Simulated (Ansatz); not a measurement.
```yaml
crystal:
  periodic: [false, false, false]
  atoms:
    - {symbol: N, position_ang: [-0.778690, 2.131966, 0.866031]}
    - {symbol: C, position_ang: [-0.395438, 0.857528, 0.675117]}
    - {symbol: C, position_ang: [-0.021885, -0.303383, 0.748691]}
    - {symbol: C, position_ang: [0.468934, -1.617556, 0.467653]}
    - {symbol: In, position_ang: [0.647515, -0.785406, -1.573324]}
    - {symbol: H, position_ang: [-1.278727, 2.314197, 1.723860]}
    - {symbol: H, position_ang: [-1.191667, 2.595036, 0.072169]}
    - {symbol: H, position_ang: [1.428796, -1.857590, 0.920680]}
    - {symbol: H, position_ang: [-0.255783, -2.420730, 0.582571]}
    - {symbol: H, position_ang: [2.141097, -0.025528, -1.938806]}
    - {symbol: H, position_ang: [-0.764171, -0.888523, -2.544632]}
basis:
  gaussian: {orbitals: x2c-TZVPPall, point_charges: [{charge: 0.50, position_ang: [6.836, 0.300, -0.625]}]}
hamiltonian: {xc: {name: PBEsol}}
scf: {lower_state_search: full}
```

```sh
$ ansatz run in.yaml --threads 4 --pin off --events-out ev --progress --plain --max-ram 10444MiB
```

Shortened log:

```
Functional definition: PBEsol
1602 factors; their error is unknown
mean field evaluation 1: about -164602.7961 eV, gradient 8.5e1 eV
mean field evaluation 2: about -164504.0613 eV, gradient 1.8e2 eV
mean field evaluation 4: about -164617.7921 eV, gradient 2.6e1 eV
mean field evaluation 8: about -164619.4291 eV, gradient 3.3e-1 eV
mean field evaluation 16: about -164619.4089 eV, gradient 1.3e-3 eV
mean field -164619.40893434 eV, -6049.6516952940 hartree, gradient 7.8e-5 eV, S^2 0.000000; 0 other end points of the search recorded, 0 dependent functions left out
reference -164619.40898538 eV, -6049.6516971697 hartree; 40, 40 occupied and 228, 228 virtual orbitals, 1602 factors
Total energy: -164619.40898538 eV, -6049.6516971697 hartree
Relativity: scalar
```

Run time 3.5 s (4 threads of an Arm Neoverse V1 on a shared host); peak host memory 0.52 GiB.
